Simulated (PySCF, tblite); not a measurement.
Isomers of C3H6OSi, one GFN2-xTB conformer each. Single-point energies are computed at PBE0/pcSseg-1 (PySCF, gas phase, no added dispersion term), electronic only.

| SMILES | GFN2-xTB relative energy (kJ/mol) |
| --- | --- |
| C=C[SiH2]C=O | 78.5 |
| O[SiH2]C1C=C1 | 0.0 |

Conformers: `[CH2:1]=[CH:2][SiH2:3][CH:4]=[O:5]` with C1–C2–Si3–C4 117°, C2–Si3–C4–O5 112°; `[OH:1][SiH2:2][CH:3]1[CH:4]=[CH:5]1` with H–O1–Si2–C3 180°, O1–Si2–C3–C4 -150°.

Problem. What does PBE0/pcSseg-1 give for the same structures?

Solution. 
```json
{"SMILES": "C=C[SiH2]C=O", "PBE0/pcSseg-1 E (Eh)": "-482.20931", "PBE0/pcSseg-1 (kJ/mol)": "0.0", "GFN2-xTB (kJ/mol)": "78.5", "point group": "C1"}
{"SMILES": "O[SiH2]C1C=C1", "PBE0/pcSseg-1 E (Eh)": "-482.19897", "PBE0/pcSseg-1 (kJ/mol)": "27.1", "GFN2-xTB (kJ/mol)": "0.0", "point group": "Cs"}
```

GFN2-xTB puts O[SiH2]C1C=C1 lowest instead. As drawn, the lower has a C=O bond, which the higher lacks; the higher has a three-membered ring, an O–H bond and an Si–O bond, which the lower lacks.

Problem. Which frontier levels, dipoles and rotational constants go with these structures?

Solution. 
```
       SMILES  HOMO (eV, PBE0/pcSseg-1)  LUMO (eV)  dipole (D)      A, B, C (MHz)
 C=C[SiH2]C=O                     -6.85      -1.50        2.89  10518, 1906, 1766
O[SiH2]C1C=C1                     -6.84      -0.01        0.76  12268, 2215, 2163
```

Problem. What happens when harmonic zero-point energies from GFN2-xTB frequencies are added?

Solution. 
```tsv
SMILES	ZPE (kJ/mol)	electronic (kJ/mol)	with ZPE (kJ/mol)
C=C[SiH2]C=O	195.8	0.0	0.0
O[SiH2]C1C=C1	197.5	27.1	28.9
```

The zero-point energies span 1.7 kJ/mol. The order is unchanged.
